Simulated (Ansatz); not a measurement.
Reaction (ligand exchange at the Si–F bond): `F[Si](Cl)(Cl)I` + HCl → `Cl[Si](Cl)(Cl)I` + H–F

Computed with Ansatz on PBE0-D4/def2-TZVP structures; ΔE is electronic, products minus reactants. CBS: MP2 limit from def2 TZ/QZ plus the TZ coupled-cluster correction, frozen cores. This one scheme is used for every species. DFT in def2-TZVPP. Elements past krypton have def2 core potentials. For I outer-core shells are correlated without core-valence functions, which leaves a few kJ/mol of doubt a bond.

CCSD(T)/CBS gives +0.46 eV.

**Question.** Another level gave +0.41 eV. Which?
A. r2SCAN0-D4/def2-TZVPP
B. BLYP/def2-TZVPP
C. HF/def2-TZVPP
D. PBE-D4/def2-TZVPP

**Answer.** D. PBE-D4 0.41, HF/def2-TZVPP 0.68, r2SCAN0-D4 0.50, BLYP 0.61 eV.

**Question.** What do rigid-rotor, harmonic-oscillator terms from PBE0-D4/def2-TZVP frequencies (298.15 K, 1 bar) make of the CCSD(T)/CBS value? (Best estimate.)

**Answer.** The calculation gave: ΔZPE = +0.04 eV, ΔH = +0.51 eV, ΔS = -11 J/(mol·K), ΔG = +0.54 eV.

Largest T1 diagnostic among the species: 0.009.

The D4 term adds −0.09 eV with B3LYP and −0.05 eV with PBE0; it sums over pairs of atoms, weighted by their polarisabilities, and B3LYP, whose exchange is more repulsive, gets the larger term. In def2-TZVPP, CCSD(T) changes the Hartree–Fock value by −0.16 eV (the triples alone add −0.03 eV) and MP2 by −0.25 eV. At CCSD(T), def2-SVP lies +0.04 eV from the extrapolated value and def2-TZVPP +0.06 eV.

B3LYP here is the variant with VWN-RPA as its local correlation; programs differ in this.
